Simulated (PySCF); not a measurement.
# What binds InO⁻: the parts of the energy along the bond

State: ¹Σ⁺, singlet, closed shell. RHF-based CCSD(T) in PySCF 2.14 with In aug-cc-pwCVDZ-PP with ECP28, O aug-cc-pVDZ and In aug-cc-pwCVTZ-PP with ECP28, O aug-cc-pVTZ (frozen core orbitals: 5; scalar-relativistic core potentials). Correlation energies are extrapolated as n⁻³ (n = 2, 3), Hartree–Fock as (n+1)·exp(−9√n). CV is the change on freezing 4 orbitals instead, in In cc-pwCVTZ-PP with ECP28, O cc-pwCVTZ. All energies in eV from In + O⁻.

| R (Å) | HF/CBS | CCSD corr. | (T) | CV | total |
| --- | --- | --- | --- | --- | --- |
| 1.7106 | -1.684 | -1.806 | -0.3076 | -0.0062 | -3.804 |
| 1.7884 | -2.138 | -1.832 | -0.3364 | -0.0040 | -4.310 |
| 1.8661 | -2.294 | -1.871 | -0.3696 | -0.0023 | -4.537 |
| 1.9439 | -2.245 | -1.921 | -0.4069 | -0.0010 | -4.574 |
| 2.0216 | -2.059 | -1.976 | -0.4481 | -0.0001 | -4.483 |
| 2.1188 | -1.704 | -2.051 | -0.5043 | 0.0007 | -4.259 |
| 2.2160 | -1.272 | -2.128 | -0.5650 | 0.0012 | -3.964 |

A fit to the total gives Re = 1.9230 Å, De = 4.579 eV, ωe = 670.6 cm⁻¹, Be = 0.3247 cm⁻¹ (masses 114.9039 and 15.9949 u).

Q: At R = 1.9439 Å the CCSD correlation energy is -0.534250 hartree in the smaller basis and -0.739348 in the larger. Extrapolate it.

A: (3³·E3 − 2³·E2)/(3³ − 2³) = -0.82571 hartree; the larger basis holds 89.5 % of it.

The T1 diagnostic is 0.037, large enough to doubt a single reference. The open-shell atoms are computed with UHF. Spin–orbit coupling, excitations beyond (T) and corrections to the Born–Oppenheimer picture are left out, and spin–orbit coupling matters for open p, d or f shells this heavy.
